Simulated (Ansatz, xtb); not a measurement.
Spectroscopic constants of NaC, multiplicity 4 (lowest of 2S+1 = 2, 4 at CCSD(T)/def2-TZVPP on PBE0 minima; our sources give no spin for the ground state, which may be another).

Constants: fifth-degree fit in 1/R to seven points, most abundant isotopes. Runs in def2 and cc sets follow the lowest solution found near the PBE0 minimum.

The values were computed with Ansatz (Gaussian orbitals); xtb for the GFN methods.  The GFN methods have no spin term and hold the electronic entropy of 300 K.

| level | r_e (Å) | ω_e (cm⁻¹) | B_e (cm⁻¹) | ω_e x_e (cm⁻¹) | D_e (eV) | dipole (D) |
|---|---|---|---|---|---|---|
| GFN2-xTB | 2.250 | 301 | 0.422 | 3.9 | - | - |
| SVWN5/def2-TZVPP | 2.205 | 432 | 0.440 | 3.3 | 2.48 | 6.92 |
| PBE/def2-TZVPP | 2.249 | 410 | 0.423 | 3.3 | 2.14 | 6.88 |
| r2SCAN/def2-TZVPP | 2.239 | 432 | 0.427 | 3.4 | 2.20 | 7.55 |
| B97M-V/def2-TZVPP | 2.244 | 422 | 0.425 | 3.6 | 2.11 | 6.89 |
| B3LYP/def2-TZVPP | 2.237 | 422 | 0.427 | 3.5 | 1.86 | 7.26 |
| PBE0/def2-TZVPP | 2.229 | 433 | 0.430 | 3.2 | 2.03 | 7.52 |
| BHLYP/def2-TZVPP | 2.216 | 447 | 0.436 | 3.3 | 1.70 | 7.80 |
| CAM-B3LYP/def2-TZVPP | 2.212 | 444 | 0.437 | 3.2 | 1.90 | 7.64 |
| wB97X-V/def2-TZVPP | 2.227 | 444 | 0.431 | 3.0 | 1.91 | 7.96 |
| wB97M-V/def2-TZVPP | 2.232 | 435 | 0.429 | 3.0 | 2.02 | 7.81 |
| B2PLYP/def2-TZVPP | 2.225 | 437 | 0.432 | 3.2 | 1.84 | - |
| CCSD/def2-TZVPP | 2.220 | 446 | 0.434 | 3.0 | 1.86 | - |
| CCSD/def2-QZVPP | 2.227 | 457 | 0.431 | 3.5 | 1.93 | - |
| CCSD(T)/def2-TZVPP | 2.221 | 443 | 0.433 | 3.0 | 1.91 | - |
| CCSD(T)/def2-QZVPP | 2.229 | 454 | 0.430 | 3.5 | 1.99 | - |

D_e counts from each atom's lowest state at the same level, without counterpoise or zero-point energy.

Correlated levels freeze the inner cores; with def2 sets outer-core shells near the valence are correlated too.

Ansatz is a first-principles code.
